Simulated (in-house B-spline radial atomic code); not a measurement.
Configurations of Rb II (Rb+), with energies counted from [Ar] 3d10 4s2 4p6. Computed with a B-spline radial code for spherical atoms: non-relativistic B3LYP, spin-polarised, spherical fractional occupations, point nucleus. Caution: exact exchange at fractional occupations of open shells leaves self-interaction of up to several eV. Shells without spins written out take the highest spin.

Occupations are held fixed; configurations that lie above the ionisation limit could autoionise.

```json
{"configuration": "[Ar] 3d9 4s2 4p6 4d1", "E - E(ref) (eV)": "120.65", "highest orbital": "4d up", "its <r> (bohr)": "3.019"}
{"configuration": "[Ne] 3s2 3p5 3d10 4s2 4p6 5s1", "E - E(ref) (eV)": "236.68", "highest orbital": "5s up", "its <r> (bohr)": "3.962"}
{"configuration": "[Ne] 3s2 3p5 3d10 4s2 4p6 4d1", "E - E(ref) (eV)": "238.53", "highest orbital": "4d up", "its <r> (bohr)": "3.025"}
{"configuration": "[Ne] 3s2 3p5 3d10 4s2 4p6 5p1", "E - E(ref) (eV)": "239.78", "highest orbital": "5p up", "its <r> (bohr)": "4.88"}
{"configuration": "[Ne] 3s2 3p5 3d10 4s2 4p6 4f1", "E - E(ref) (eV)": "244.32", "highest orbital": "4f up", "its <r> (bohr)": "8.827"}
{"configuration": "[Ne] 3s2 3p5 3d10 4s2 4p6 5f1", "E - E(ref) (eV)": "245.36", "highest orbital": "5f up", "its <r> (bohr)": "14.76"}
```

Problem. Order these further configurations by energy, lowest first.
A. [Ar] 3d10 4s(1 up, 0 down) 4p6 4f(0 up, 1 down)
B. [Ar] 3d(4 up, 5 down) 4s2 4p6 5s(0 up, 1 down)
C. [Ar] 3d9 4s2 4p6 5d1
D. [Ar] 3d9 4s2 4p6 5p1
E. [Ne] 3s2 3p5 3d10 4s2 4p6 5d1

Solution. A (40.279 eV), B (118.82 eV), D (121.91 eV), C (125.25 eV), E (243.11 eV).

Problem. How far above the reference does [Ne] 3s2 3p(2 up, 3 down) 3d10 4s2 4p6 5f(1 up, 0 down) lie?

Solution. 245.36 eV; its least bound orbital is 5f up with <r> = 14.75 bohr.

Problem. How far above the reference does [Ar] 3d(5 up, 4 down) 4s2 4p6 4d(0 up, 1 down) lie?

Solution. 120.7 eV; its least bound orbital is 4d down with <r> = 3.04 bohr.
